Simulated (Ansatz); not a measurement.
Abridged output of a molecular run in Ansatz:

```
Functional definition: HF
1077 factors; integrals over basis functions are off by at most 1.3e-3 eV
mean field evaluation 1: about -28339.9528 eV, gradient 3.9e1 eV
mean field evaluation 2: about -28340.0297 eV, gradient 3.9e1 eV
mean field evaluation 4: about -28343.2653 eV, gradient 3.4e0 eV
mean field evaluation 8: about -28343.3066 eV, gradient 2.3e-1 eV
mean field -28343.30688081 eV, -1041.5973160863 hartree, gradient 2.0e-6 eV, S^2 0.000000; 0 other end points of the search recorded, 0 dependent functions left out
14 core orbitals not correlated: weight in the atoms' cores, before any rotation towards them, 1.000 or more for the frozen orbitals, at most 0.000 for the correlated occupied ones
reference -28343.30688081 eV, -1041.5973160863 hartree; 19, 19 occupied and 79, 79 virtual orbitals, 1077 factors
second order -24.45320875 eV of doubles, -0.00000000 eV of singles
cycle   1  -25.01351178 eV  change   -5.6e-1 eV  update   1.0e-1
cycle   2  -25.53177600 eV  change   -5.2e-1 eV  update   2.9e-2
cycle   3  -25.66748241 eV  change   -1.4e-1 eV  update   1.5e-2
cycle   4  -25.66321614 eV  change    4.3e-3 eV  update   3.2e-3
cycle   5  -25.66132661 eV  change    1.9e-3 eV  update   1.4e-3
cycle   6  -25.66159219 eV  change   -2.7e-4 eV  update   4.7e-4
cycle   7  -25.66142596 eV  change    1.7e-4 eV  update   1.7e-4
cycle   8  -25.66134387 eV  change    8.2e-5 eV  update   5.6e-5
cycle   9  -25.66136285 eV  change   -1.9e-5 eV  update   2.0e-5
perturbative correction -0.55883327 eV, -0.0205367438 hartree
Total energy: -28369.52707692 eV, -1042.5608905208 hartree
```

Its atoms:

Cartesian coordinates in Å:
```
N -0.073 1.288 0.729
C 0.384 0.521 -0.351
F 1.779 0.290 -0.339
Si -0.511 -1.143 -0.386
F 0.167 -2.090 -1.463
Cl -0.338 -2.010 1.453
H 0.275 2.237 0.739
H 0.070 0.847 1.628
H 0.187 1.062 -1.284
H -1.940 -1.003 -0.725
```

Problem. Which basis set was used?
A. def2-SVPD
B. def2-QZVPP
C. cc-pV(T+d)Z
D. def2-SVP

Solution. D. It gives 112 functions.

Problem. Write the keys of the input that set method, charge and spin (a neutral closed shell needs none for the last two).

Solution. 
```yaml
correlation: {method: ccsd_t}
```
